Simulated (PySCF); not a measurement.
## How methods differ on the ionisation energy of C²⁺

C²⁺ [He] 2s2 (1S) → C³⁺ [He] 2s1 (2S), as a difference of total energies. Computed with PySCF 2.14 in dyall-acv3z, with the non-relativistic Hamiltonian (point nucleus). Correlated levels: valence and next inner shell: nothing frozen; virtual orbitals above 40 to 60 times the deepest correlated orbital energy dropped. The calculations carry no spin-orbit coupling.

```json
{"method": "UHF", "ionisation energy (eV)": "45.778", "error (eV)": "-2.110"}
{"method": "MP2 (valence and next inner shell)", "ionisation energy (eV)": "47.078", "error (eV)": "-0.810"}
{"method": "SCS-MP2 (valence and next inner shell)", "ionisation energy (eV)": "47.315", "error (eV)": "-0.573"}
{"method": "CCSD (valence and next inner shell)", "ionisation energy (eV)": "47.832", "error (eV)": "-0.056"}
{"method": "CCSD(T) (valence and next inner shell)", "ionisation energy (eV)": "47.848", "error (eV)": "-0.040"}
```

Reference: 47.888 eV (measured; NIST Atomic Spectra Database, ionization energies).

Errors of the correlated levels include the incompleteness of this basis.

The coupled-cluster amplitudes are large for C²⁺ (T1 above 0.03 or a double amplitude above 0.15), so a single reference is strained.
